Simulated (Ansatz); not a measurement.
A geometry relaxed with PBE0-D3(BJ)/def2-SVP run with Ansatz (a quantum-chemistry and plane-wave program), charge 0, multiplicity 1:

```xyz
9

H      2.5554    -0.8468     0.8268
H     -1.6753    -0.2653     2.2470
H     -0.2236     2.6828    -0.8299
S     -0.6935    -1.1610     1.9962
H     -0.6557    -1.5709    -2.2438
S     -0.2406     2.3504     0.4811
S      2.2277    -0.7842    -0.4839
S     -1.2943    -0.4051    -1.9935
Sn    -0.0002     0.0001     0.0000
```

Q: Write the SMILES of this molecule.

A: `[SH][Sn]([SH])([SH])[SH]`
